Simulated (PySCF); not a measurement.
NaZn and its ions

PBE0; basis Na 6-31G(d,p), Zn 6-31G(d,p); no relativity; PySCF 2.14. Neutral (UKS): doublet (σ ↑), Re = 2.819 Å, ωe = 165 cm⁻¹, De = 0.36 eV, HOMO -3.35 eV, LUMO -1.45 eV.

NaZn⁺ (UKS): singlet (closed shell), Re = 2.736 Å, ωe = 198 cm⁻¹, De = 0.82 eV to Na⁺ + Zn. The energies at the minima are -1940.96366 hartree for NaZn and -1940.78662 for NaZn⁺.

Question: Work out the adiabatic ionisation energy, without and with harmonic zero-point energies (1 hartree = 27.2114 eV, 1 eV = 8065.5 cm⁻¹), and the change of the bond length.

Answer: At PBE0: 0.17704 hartree = 4.818 eV between the minima; the zero-point term (198.0 − 165.0)/2 cm⁻¹ = +0.002 eV makes it 4.820 eV. Re changes by -8.3 pm against the neutral. The electron leaves a σ orbital, and the shorter bond of the ion fits an antibonding orbital, or a change in how ionic the bond is.

Closed-shell solutions of metal pairs were not tested for spin polarisation, which can lower them a little. Weak bonds: NaZn. Basis-set superposition, not corrected here, can be much of De in a small basis, most of all at correlated wavefunction levels. For an ion De counts to the pair picked by the measured ionisation energies or electron affinities, which need not be the lowest pair at this level. States were picked by a PBE0 search and need not be the measured ground states.
